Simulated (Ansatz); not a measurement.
Ansatz (a program for electronic structure) input:
A basis named .json is the Basis Set Exchange file of that set.

Ansatz 0.2 input:
```yaml
crystal:
  periodic: [false, false, false]
  atoms:
    - {symbol: Si, position_ang: [-0.59362054, -0.38978868, 0.13906678]}
    - {symbol: O, position_ang: [-1.38242956, -0.10565037, 1.43834126]}
    - {symbol: Cl, position_ang: [-0.37002785, 1.32411421, -1.21525879]}
    - {symbol: Cl, position_ang: [1.50944691, -0.95339394, 0.42386673]}
basis:
  gaussian:
    orbitals: aug-cc-pV_T+d_Z.json
    fitting: {mean_field: def2-universal-jkfit, correlation: aug-cc-pVTZ-RIFIT.json}
total_charge: -1
magnetization: {spin_polarized: true, initial_magnetization: 1}
correlation: {method: mp2, electrons: outside_noble_gas}
```

Which total energy does the run end on?

-1283.78679 Eh (RI-MP2/aug-cc-pV(T+d)Z). The basis has 211 functions.
